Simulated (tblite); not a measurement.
Species: C7H12NP.
SMILES with atom numbers: `[CH2:1]=[CH:2]/[CH:3]=[P:4]\[N:5]1[CH2:6][CH2:7][CH2:8][CH2:9]1` (hydrogens: H10, H11 on C1; H12 on C2; H13 on C3; H14, H15 on C6; H16, H17 on C7; H18, H19 on C8; H20, H21 on C9)

Computed with GFN2-xTB (tblite), gas phase: L-BFGS steps from a force-field or distance-geometry start until the largest atomic force falls under 0.01 eV/Å.

The end geometry, which sets the zero of energy:
```
atom  x, y, z in Å
C1      3.9370   -0.5838    0.1083
C2      2.6464   -0.2438    0.0238
C3      2.1806    1.0853    0.2491
P4      0.6716    1.8478    0.2537
N5     -0.5523    0.7261    0.0283
C6     -0.5714   -0.7114    0.2342
C7     -2.0295   -1.0369    0.5483
C8     -2.7764   -0.0144   -0.3031
C9     -1.9151    1.2334   -0.1456
H10     4.2739   -1.5860   -0.0925
H11     4.6926    0.1354    0.3783
H12     1.9288   -0.9988   -0.2595
H13     2.9621    1.8084    0.4635
H14    -0.2633   -1.2290   -0.6837
H15     0.1047   -0.9933    1.0446
H16    -2.2839   -2.0655    0.3003
H17    -2.2336   -0.8662    1.6061
H18    -2.7880   -0.3364   -1.3450
H19    -3.8003    0.1483    0.0254
H20    -1.9690    1.8909   -1.0159
H21    -2.2237    1.8068    0.7358
```

**Question.** These geometries come from the run, each turned onto the end geometry. Order them by energy, lowest first.
A.
```
atom  x, y, z in Å
C1      3.9411   -0.5789    0.0300
C2      2.6483   -0.2433   -0.0305
C3      2.1813    1.0805    0.2186
P4      0.6791    1.8473    0.3042
N5     -0.5573    0.7314    0.1306
C6     -0.5906   -0.7003    0.3718
C7     -2.0705   -1.0381    0.5489
C8     -2.7387   -0.0169   -0.3677
C9     -1.9069    1.2338   -0.1148
H10     4.2769   -1.5816   -0.1678
H11     4.7070    0.1372    0.2773
H12     1.9352   -1.0065   -0.3030
H13     2.9584    1.8102    0.4198
H14    -0.1998   -1.2436   -0.4954
H15     0.0137   -0.9521    1.2461
H16    -2.2910   -2.0666    0.2671
H17    -2.3743   -0.8859    1.5849
H18    -2.6273   -0.3362   -1.4055
H19    -3.7935    0.1386   -0.1486
H20    -1.9108    1.9118   -0.9685
H21    -2.2895    1.7760    0.7569
```
B.
```
atom  x, y, z in Å
C1      4.0090   -0.5238    0.0236
C2      2.7015   -0.2488   -0.0775
C3      2.1793    1.0396    0.2310
P4      0.6579    1.7626    0.1458
N5     -0.5381    0.6122   -0.1665
C6     -0.6252   -0.7355    0.4007
C7     -2.1340   -1.0212    0.5286
C8     -2.7807    0.0159   -0.4033
C9     -1.8789    1.2096   -0.1366
H10     4.4215   -1.4770   -0.2576
H11     4.7465    0.1881    0.3719
H12     2.0134   -0.9934   -0.4664
H13     2.9103    1.7673    0.5716
H14    -0.1284   -1.4706   -0.2420
H15    -0.1173   -0.7746    1.3730
H16    -2.3981   -2.0514    0.2909
H17    -2.4549   -0.8432    1.5576
H18    -2.7302   -0.3059   -1.4497
H19    -3.8215    0.2329   -0.1651
H20    -1.9703    2.0346   -0.8503
H21    -2.0710    1.5997    0.8745
```
C.
```
atom  x, y, z in Å
C1      4.0034   -0.5461    0.0209
C2      2.7021   -0.2529   -0.0654
C3      2.1842    1.0422    0.2281
P4      0.6712    1.7867    0.1603
N5     -0.5449    0.6436   -0.0580
C6     -0.6184   -0.7340    0.4124
C7     -2.1189   -1.0298    0.5252
C8     -2.7748    0.0057   -0.3853
C9     -1.8915    1.2076   -0.1188
H10     4.3943   -1.5069   -0.2710
H11     4.7014    0.1909    0.3813
H12     2.0326   -1.0098   -0.4429
H13     2.9250    1.7833    0.5112
H14    -0.1214   -1.3961   -0.3030
H15    -0.1189   -0.8518    1.3827
H16    -2.3659   -2.0547    0.2570
H17    -2.4361   -0.8250    1.5482
H18    -2.7025   -0.2744   -1.4341
H19    -3.8168    0.1959   -0.1325
H20    -1.9244    1.9706   -0.8925
H21    -2.1884    1.6722    0.8304
```
D.
```
atom  x, y, z in Å
C1      4.0031   -0.5147    0.0121
C2      2.6978   -0.2362   -0.1135
C3      2.2858    1.0967    0.2806
P4      0.7132    1.6369    0.1949
N5     -0.5715    0.5304   -0.3632
C6     -0.7019   -0.6866    0.3879
C7     -2.1675   -0.9888    0.5614
C8     -2.7909    0.0196   -0.3944
C9     -1.8489    1.1690   -0.1644
H10     4.4069   -1.4899   -0.2430
H11     4.7027    0.2382    0.3775
H12     2.0295   -1.0078   -0.4656
H13     3.0202    1.8150    0.6466
H14    -0.2967   -1.5192   -0.2511
H15    -0.1497   -0.5381    1.3223
H16    -2.3655   -2.0092    0.2043
H17    -2.5221   -0.8014    1.5985
H18    -2.6450   -0.3931   -1.4035
H19    -3.8469    0.2533   -0.1315
H20    -2.0394    2.0327   -0.8201
H21    -1.9221    1.4103    0.9186
```
E.
```
atom  x, y, z in Å
C1      3.9212   -0.5904    0.0390
C2      2.6308   -0.2398    0.0221
C3      2.1818    1.0938    0.2535
P4      0.6736    1.8585    0.2841
N5     -0.5514    0.7329    0.0877
C6     -0.5719   -0.7008    0.3229
C7     -2.0447   -1.0331    0.5492
C8     -2.7381   -0.0267   -0.3654
C9     -1.9116    1.2303   -0.1243
H10     4.2347   -1.5974   -0.1754
H11     4.6979    0.1228    0.2612
H12     1.8935   -0.9918   -0.2138
H13     2.9720    1.8149    0.4412
H14    -0.2088   -1.2341   -0.5641
H15     0.0572   -0.9610    1.1773
H16    -2.2747   -2.0677    0.3031
H17    -2.3204   -0.8456    1.5882
H18    -2.6470   -0.3453   -1.4053
H19    -3.7902    0.1176   -0.1286
H20    -1.9389    1.9251   -0.9659
H21    -2.2738    1.7548    0.7678
```

**Answer.** E (0.005 eV), A (0.017 eV), C (0.095 eV), B (0.169 eV), D (0.998 eV).

In the order of the answer:

```json
{"step": "52", "E above end (eV)": "0.005", "largest force (eV/Å)": "0.03", "rms force component (eV/Å)": "0.009", "rms distance from end (Å)": "0.086", "rms bond change (Å)": "0.001", "bond most changed (Å)": "C6–H14 -0.001"}
{"step": "33", "E above end (eV)": "0.017", "largest force (eV/Å)": "0.11", "rms force component (eV/Å)": "0.035", "rms distance from end (Å)": "0.110", "rms bond change (Å)": "0.001", "bond most changed (Å)": "N5–C9 -0.004"}
{"step": "14", "E above end (eV)": "0.095", "largest force (eV/Å)": "0.20", "rms force component (eV/Å)": "0.067", "rms distance from end (Å)": "0.188", "rms bond change (Å)": "0.004", "bond most changed (Å)": "C8–C9 -0.009"}
{"step": "9", "E above end (eV)": "0.169", "largest force (eV/Å)": "0.29", "rms force component (eV/Å)": "0.102", "rms distance from end (Å)": "0.221", "rms bond change (Å)": "0.006", "bond most changed (Å)": "C6–C7 +0.014"}
{"step": "0", "E above end (eV)": "0.998", "largest force (eV/Å)": "2.43", "rms force component (eV/Å)": "0.683", "rms distance from end (Å)": "0.281", "rms bond change (Å)": "0.029", "bond most changed (Å)": "P4–N5 +0.110"}
```
